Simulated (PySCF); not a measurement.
AlOF, SMILES [O]=[Al][F].

Geometry optimised at B3LYP-D3(BJ)/def2-TZVP.

Computed with TDA-PBE/def2-TZVPD in PySCF.

Vertical excitations; the highest root listed may be one member of a degenerate set. Gas-phase values at a fixed geometry. State labels are in the subgroup C2v.

```csv
state,symmetry,energy (eV),λ (nm),f,main pairs
S1,B2,3.10,399,0.033,HOMO→LUMO (degenerate set)
S2,B1,3.10,399,0.033,HOMO−1→LUMO (degenerate set)
S3,A1,4.82,257,0.044,"HOMO−2→LUMO 74 %, HOMO−1→LUMO+1 13 %, HOMO→LUMO+2 13 %"
S4,A2,5.53,224,0.000,"HOMO−1→LUMO+2 50 %, HOMO→LUMO+1 50 %"
S5,A2,5.61,221,0.000,"HOMO→LUMO+1, HOMO−1→LUMO+2 (degenerate set)"
S6,A1,5.61,221,0.000,"HOMO→LUMO+2, HOMO−1→LUMO+1 (degenerate set)"
S7,B2,7.01,177,0.046,HOMO−2→LUMO+2 (degenerate set)
S8,B1,7.01,177,0.046,HOMO−2→LUMO+1 (degenerate set)
S9,B2,7.33,169,0.017,"HOMO→LUMO+3, HOMO−3→LUMO (degenerate set)"
S10,B1,7.33,169,0.017,"HOMO−1→LUMO+3, HOMO−4→LUMO (degenerate set)"
T1,B1,2.53,490,0,HOMO−1→LUMO (degenerate set)
T2,B2,2.53,490,0,HOMO→LUMO (degenerate set)
T3,A1,3.48,357,0,HOMO−2→LUMO 94 %
T4,A1,4.92,252,0,"HOMO−1→LUMO+1 47 %, HOMO→LUMO+2 47 %"
```
Triplets are in the Tamm–Dancoff approximation.
